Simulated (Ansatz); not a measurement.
The first iterations of a band of CH7BGeS (11 atoms, charge 0, multiplicity 1).

Theory: RKS PBE/def2-SVP (Ansatz 0.2.0).

```json
{
  "movable images": "5",
  "climbing image": "yes",
  "spring": "50.0 eV/Å²",
  "optimiser": "quadratic models (default)",
  "start path": "through a guess of the saddle point",
  "force threshold": "0.05 eV/Å",
  "iteration limit": "60",
  "end points": "relaxed"
}
```

Image 0:

```xyz
11
Properties=species:S:1:pos:R:3
C -0.057 1.877 1.592
S 0.345 1.170 -0.056
B -0.131 -0.527 -0.015
Ge 0.176 -1.661 -1.716
H -0.801 2.686 1.461
H 0.866 2.304 2.028
H -0.462 1.091 2.256
H -0.619 -1.001 0.993
H -1.169 -2.251 -2.232
H 0.821 -0.870 -2.887
H 1.098 -2.875 -1.403
```

Image 6:

```xyz
11
Properties=species:S:1:pos:R:3
C -0.187 1.746 1.204
S 0.119 -0.191 1.221
B 0.225 -1.669 0.288
Ge 0.195 -1.453 -1.770
H -0.067 2.053 0.148
H 0.579 2.216 1.851
H -1.215 1.935 1.568
H -0.018 -0.367 2.571
H -1.277 -1.673 -2.232
H 0.662 -0.093 -2.383
H 1.049 -2.562 -2.445
```

| iteration | highest image above the first end (eV) | largest band force component (eV/Å) |
| --- | --- | --- |
| 1 | 5.455 | 10.842 |
| 2 | 4.381 | 7.663 |
| 3 | 3.787 | 3.275 |
| 4 | 3.686 | 2.368 |
| 5 | 3.638 | 2.161 |
| 6 | 3.628 | 0.981 |
| 7 | 3.624 | 0.895 |
| 8 | 3.621 | 0.510 |

Q: Does the band converge within its limit, and where does its top end?

A: It converged. It ended after 26 iterations with the highest image 3.618 eV above the first end. Beside the main top the profile has a ripple of under 15 meV (maxima at images 2, 5), which may be a very shallow well or noise. Neighbouring images differ by up to 3.6 eV, so the band resolves the path poorly. The top lies less than 8 meV above the higher end, about what the thresholds resolve: that end is a shoulder or a very shallow well. Another band between the same ends (5 images) ends at a top of the same energy, where a vibrational analysis finds 1 clearly imaginary mode. The orbitals stay closed-shell, which can raise the energy where a bond breaks towards radicals; this wasn't checked here.

The run took 3.4 min on 2 threads of AMD EPYC 7B13 (Zen 3), with other jobs on the host, peak memory 0.17 GiB.
